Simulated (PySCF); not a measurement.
SMILES C[O][SnH2][CH3] (C₂H₈OSn) (B3LYP/def2-SVP optimised geometry):

```
12

Sn    -1.657    -0.901     0.000
C     -2.366    -1.974    -1.745
O      0.352    -0.901     0.000
C      1.098    -0.187    -0.947
H     -2.019    -1.702     1.475
H     -2.172     0.749     0.000
H     -2.099    -1.428    -2.662
H     -3.460    -2.078    -1.696
H     -1.909    -2.973    -1.771
H      2.172    -0.293    -0.709
H      0.961    -0.555    -1.986
H      0.875     0.901    -0.955
```

Level of theory: B3LYP/def2-TZVP, def2 effective core potentials past Kr (PySCF).

What are the frontier orbital energies and the dipole moment?

HOMO-2 -8.56 eV, HOMO-1 -7.57 eV, HOMO -7.01 eV, LUMO -0.38 eV, LUMO+1 -0.11 eV; dipole moment 2.00 D.

On the same geometry PBE/def2-TZVP, def2 effective core potentials past Kr (PySCF) gives HOMO-2 -7.52 eV, HOMO-1 -6.37 eV, HOMO -5.71 eV, LUMO -0.97 eV, LUMO+1 -0.61 eV; dipole moment 1.89 D.
